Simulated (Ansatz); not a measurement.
`N=C[SiH2]CBr`, charge 0, multiplicity 1.

Q: Give a relaxed structure at PBE0-D4/def2-TZVP (Ansatz). (Best estimate.)

A: Ansatz gave: 
Z-matrix (Å, degrees):
```
Si
C 1 1.890
C 1 1.873 2 108.1
H 1 1.485 2 110.7 3 122.0
H 1 1.491 2 108.2 3 -118.9
N 2 1.269 1 117.4 3 24.6
H 2 1.100 1 120.3 3 -156.5
Br 3 1.946 1 109.3 2 72.5
H 3 1.088 1 113.5 2 -168.3
H 3 1.089 1 110.6 2 -44.4
H 6 1.022 2 112.1 1 178.9
```
This is one stationary point; other conformers may exist.
